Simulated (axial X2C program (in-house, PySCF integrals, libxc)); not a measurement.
**Nuclear properties of CuO⁻**

Computed with an axial X2C code built on PySCF integrals: two-component X2C with atomic mean-field Coulomb and Gaunt terms, Gaussian nuclei, basis Cu dyall-acv3z, O dyall-av3z with contracted cores.

R = 1.672 Å (near the PBE0 minimum at charge -1 of the determinant lowest at the starting distance; the state shown can have its own minimum elsewhere).

Determinant lowest in the PBE0 search, Ω = 0 (closed shell), highest spinor 68% O p, 19% Cu d, 10% Cu p:

```json
{"level": "PBE0", "qzz Cu (a.u.)": "1.88", "qzz O (a.u.)": "1.76"}
{"level": "HF", "qzz Cu (a.u.)": "1.04", "qzz O (a.u.)": "1.83"}
{"level": "BHandHLYP", "qzz Cu (a.u.)": "1.64", "qzz O (a.u.)": "1.89"}
{"level": "PBE50", "qzz Cu (a.u.)": "1.55", "qzz O (a.u.)": "1.77"}
{"level": "TPSSh", "qzz Cu (a.u.)": "1.98", "qzz O (a.u.)": "1.75"}
```

qzz is the electric field gradient, eQq0 = 234.96 MHz × Q/barn × qzz. The operators were transformed with the bare-nucleus X2C matrices; with these basis sets, hyperfine constants and field gradients can be off by tens of per cent, and where levels differ in sign neither size nor sign is settled.

Problem. With Q(63Cu) = -0.22 barn, Q(17O) = -0.02558 barn (Q from Pyykkö, Mol. Phys. 2018), turn the PBE0 values of the first state into constants in MHz.

Solution. eQq0(63Cu) = 234.96 × (-0.22) × (1.88) = -97.2 MHz; eQq0(17O) = 234.96 × (-0.02558) × (1.76) = -10.6 MHz.

Each state is one determinant with collinear spin. For an anion, determinants above electron detachment, or with a positive highest level, are held by the basis set. At BHandHLYP, PBE50 a later determinant lies lower. States lie within half an eV, so the first need not be the ground state. Further determinants of the search, some of them spin-mixed, are not shown.
